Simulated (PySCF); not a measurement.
## A thermochemical cycle for GeBr

CCSD(T) in PySCF with def2-TZVPPD on every atom, for the lowest determinant that a PBE0 search found; no spin–orbit coupling. GeBr, a doublet (π ↑), has De = 3.52 eV to neutral atoms, and GeBr⁺, a singlet (closed shell), has De = 4.22 eV to Ge⁺ + Br.

At the same level the Ge atom ionises at 7.90 eV.

Task: What is the adiabatic ionisation energy of the molecule, and does ionisation strengthen or weaken the bond?

Result: IE = IE(Ge) + De(neutral) − De(ion) = 7.90 + 3.52 − 4.22 = 7.20 eV. De changes by +0.70 eV, so ionisation strengthens the bond.

Correlated steps freeze 18 core orbitals. For an ion De counts to the pair picked by the measured ionisation energies or electron affinities, which need not be the lowest pair at this level. Where the molecule has an RHF reference, its open-shell atoms are computed with UHF. States were picked by a PBE0 search and need not be the measured ground states.
